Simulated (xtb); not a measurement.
xtb input (GFN2-xTB):

```bash
xtb mol.xyz --gfn 2 --sp --chrg -1 --uhf 0
```
mol.xyz:
```
10

O     -1.09642053    -1.45666981    -0.59870716
Si    -0.30620016    -0.14025036     0.08393303
O     -1.52667305     1.01693019     0.07793715
O     -0.09420593    -0.70367240     1.67047734
Si     1.66891887     0.70351559    -0.89171898
H     -1.00730072    -2.22592434    -0.03001911
H     -1.13114864     1.89377914     0.06862467
H      0.78658844    -0.44258240     1.95850269
H      2.54012469     0.03626521     0.19026847
H      1.47207064     2.00004544    -0.07603233
```

End of the output:

```
         :::::::::::::::::::::::::::::::::::::::::::::::::::::
         ::                     SUMMARY                     ::
         :::::::::::::::::::::::::::::::::::::::::::::::::::::
         :: total energy             -18.453736644994 Eh    ::
         :: gradient norm              0.051156611770 Eh/a0 ::
         :: HOMO-LUMO gap              3.515276677084 eV    ::
         ::.................................................::
         :: SCC energy               -18.541497091805 Eh    ::
         :: -> isotropic ES            0.216174403350 Eh    ::
         :: -> anisotropic ES         -0.010186415823 Eh    ::
         :: -> anisotropic XC         -0.012774381148 Eh    ::
         :: -> dispersion             -0.009211791693 Eh    ::
         :: repulsion energy           0.087760446811 Eh    ::
         :: add. restraining           0.000000000000 Eh    ::
         :: total charge              -1.000000000000 e     ::
         :::::::::::::::::::::::::::::::::::::::::::::::::::::

           -------------------------------------------------
          |                Property Printout                |
           -------------------------------------------------

    * Orbital Energies and Occupations

         #    Occupation            Energy/Eh            Energy/eV
      -------------------------------------------------------------
         1        2.0000           -0.5927028             -16.1283
       ...           ...                  ...                  ...
         4        2.0000           -0.4494456             -12.2300
         5        2.0000           -0.4033412             -10.9755
         6        2.0000           -0.3845287             -10.4636
         7        2.0000           -0.3683164             -10.0224
         8        2.0000           -0.3440295              -9.3615
         9        2.0000           -0.3128731              -8.5137
        10        2.0000           -0.3018714              -8.2143
        11        2.0000           -0.2813960              -7.6572
        12        2.0000           -0.2770573              -7.5391
        13        2.0000           -0.2723433              -7.4108
        14        2.0000           -0.2008263              -5.4648
        15        2.0000           -0.1595168              -4.3407
        16        2.0000           -0.1000442              -2.7223 (HOMO)
        17                          0.0291398               0.7929 (LUMO)
        18                          0.0351600               0.9568
        19                          0.0639222               1.7394
        20                          0.0868167               2.3624
        21                          0.1479707               4.0265
        22                          0.1583036               4.3077
        23                          0.1919350               5.2228
        24                          0.2165512               5.8927
        25                          0.2606803               7.0935
        26                          0.3114459               8.4749
        27                          0.3226609               8.7801
       ...                                ...                  ...
        35                          0.9574356              26.0531
      -------------------------------------------------------------
                  HL-Gap            0.1291840 Eh            3.5153 eV
             Fermi-level           -0.0354522 Eh           -0.9647 eV

     #   Z          covCN         q      C6AA      α(0)
     1   8 O        1.573    -0.576    24.659     6.701
     2  14 Si       3.263     0.550   125.217    23.017
     3   8 O        1.573    -0.556    24.197     6.638
     4   8 O        1.572    -0.567    24.431     6.670
     5  14 Si       2.694     0.001   198.909    30.974
     6   1 H        0.816     0.248     0.896     1.486
     7   1 H        0.817     0.245     0.909     1.496
     8   1 H        0.818     0.253     0.879     1.471
     9   1 H        0.885    -0.291    21.144     7.197
    10   1 H        0.883    -0.306    23.776     7.633

 Mol. C6AA /au·bohr⁶  :       2650.979821
 Mol. C8AA /au·bohr⁸  :     101140.627188
 Mol. α(0) /au        :         93.283382

Wiberg/Mayer (AO) data.
largest (>0.10) Wiberg bond orders for each atom

 ---------------------------------------------------------------------------
     #   Z sym  total        # sym  WBO       # sym  WBO       # sym  WBO
 ---------------------------------------------------------------------------
     1   8 O    1.996 --     2 Si   0.957     6 H    0.931
     2  14 Si   3.918 --     3 O    0.992     4 O    0.976     1 O    0.957
                             5 Si   0.925
     3   8 O    2.027 --     2 Si   0.992     7 H    0.934
     4   8 O    2.020 --     2 Si   0.976     8 H    0.930
     5  14 Si   2.740 --     2 Si   0.925     9 H    0.866    10 H    0.854
     6   1 H    0.938 --     1 O    0.931
     7   1 H    0.940 --     3 O    0.934
     8   1 H    0.936 --     4 O    0.930
     9   1 H    0.915 --     5 Si   0.866
    10   1 H    0.906 --     5 Si   0.854
 ---------------------------------------------------------------------------

Topologies differ in total number of bonds
Writing topology from bond orders to xtbtopo.mol

molecular dipole:
                 x           y           z       tot (Debye)
 q only:       -0.287      -0.431      -0.239
   full:       -0.962      -0.593       1.126       4.055
molecular quadrupole (traceless):
                xx          xy          yy          xz          yz          zz
 q only:       -9.931      -5.651       4.147       0.180      -0.074       5.784
  q+dip:      -11.989      -7.154       7.535       4.866       1.568       4.454
   full:      -11.722      -7.217      10.126       7.284       1.909       1.596

           -------------------------------------------------
          | TOTAL ENERGY              -18.453736644994 Eh   |
          | GRADIENT NORM               0.051156611770 Eh/α |
          | HOMO-LUMO GAP               3.515276677084 eV   |
           -------------------------------------------------

------------------------------------------------------------------------
Note: The following floating-point exceptions are signalling: IEEE_UNDERFLOW_FLAG IEEE_DENORMAL
normal termination of xtb
------------------------------------------------------------------------
 total:
 SCF:
```

It need not be the lowest isomer of its formula. Whether it binds its extra electron was not tested at this geometry.
